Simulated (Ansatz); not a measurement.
## BNO2: which of two structures lies lower

Structure I: the triplet with the links of `O=BN=O`. Structure II: a triplet given by its coordinates. Both are isolated molecules in the gas phase, relaxed with PBE0-D3(BJ)/def2-SVP; the shapes shown needn't be the lowest conformers.

I (Å):

```xyz
4

B     0.6425    0.1689   -0.4154
N    -0.1154    1.2928   -0.1347
O     1.3893   -0.7424   -0.6938
O    -1.1648    1.7036    0.2649
```

II (Å):

```xyz
4

B    -0.9697   -1.1977    0.3528
N    -2.3286   -2.7270    1.4987
O    -2.1408   -1.5733    0.8931
O     0.0577   -0.8165   -0.1458
```

Close contacts (Å): B1–O3 1.34, B1–O4 1.20, N2–O3 1.32.

Problem. Estimate which is lower in electronic energy at CCSD(T)/def2-TZVPP, and by roughly how much.

Solution. The CCSD(T)/def2-TZVPP calculation puts structure I lower, by 6.5 kcal/mol.

The same difference at several levels:

| level | geometry | E(II) − E(I) (kcal/mol) | departure from the last row (kcal/mol) | job, with rough time for the two |
| --- | --- | --- | --- | --- |
| PBE0-D3(BJ)/def2-SVP | PBE0-D3(BJ)/def2-SVP | +14.2 | +7.7 | optimisation, 33 s |
| HF/def2-TZVPP | PBE0-D3(BJ)/def2-SVP | −13.0 | −19.5 | part of the CCSD(T) run |
| MP2/def2-TZVPP | PBE0-D3(BJ)/def2-SVP | +9.8 | +3.3 | part of the CCSD(T) run |
| CCSD(T)/def2-TZVPP | PBE0-D3(BJ)/def2-SVP | +6.5 |  | single point, 60 s |

HF/def2-TZVPP puts the two in the other order. The largest departure from CCSD(T)/def2-TZVPP is that of HF/def2-TZVPP, 19.5 kcal/mol. Levels run at GFN2-xTB geometries aren't shown. The triplet state of I needn't be its ground state. The triplet state of II needn't be its ground state.

With harmonic frequencies from PBE0-D3(BJ)/def2-SVP (ideal gas, rigid rotor, one conformer each, 298.15 K, 1 atm): the zero-point term adds −0.4 kcal/mol; ΔH is +6.0 and ΔG +5.9 kcal/mol.

Open shells are spin-unrestricted. The correlated steps freeze 4 core orbitals. Codes used: Ansatz 0.2.0; the last row on 1 thread of Arm Neoverse V1 on a shared host.
